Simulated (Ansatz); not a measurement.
The same redistribution along the group O, S, Se.

Computed with Ansatz on PBE0-D4/def2-TZVP structures; ΔE is electronic, products minus reactants. CCSD(T)/CBS is the MP2 limit (def2-TZVPP, def2-QZVPP) plus CCSD(T) − MP2 in def2-TZVPP, frozen cores. This one scheme is used for every species. DFT in def2-TZVPP. def2 core potentials past Kr. For Se, Sn outer-core shells are correlated without core-valence functions, which leaves a few kJ/mol of doubt a bond. Scalar relativity is left out up to krypton. One conformer a species, not always the lowest.

```
                                                                       reaction  revPBE-D4 (eV)  CCSD(T)/def2-SVP (eV)  PBE0-D4 (eV)  B2PLYP (eV)  CCSD(T)/CBS(def2) (eV)
  `[OH][Al]([Cl])[Cl]` + `F[CH2][SnH3]` → `[OH][Al]([F])[Cl]` + `Cl[CH2][SnH3]`           -0.54                  -0.47         -0.53        -0.60                   -0.66
  `[SH][Al]([Cl])[Cl]` + `F[CH2][SnH3]` → `[F][Al]([SH])[Cl]` + `Cl[CH2][SnH3]`           -0.53                  -0.48         -0.52        -0.60                   -0.65
`[Cl][Al]([Cl])[SeH]` + `F[CH2][SnH3]` → `[F][Al]([Cl])[SeH]` + `Cl[CH2][SnH3]`           -0.53                  -0.48         -0.52        -0.60                   -0.65
```

Largest T1 diagnostic: 0.013, for `F[CH2][SnH3]`.
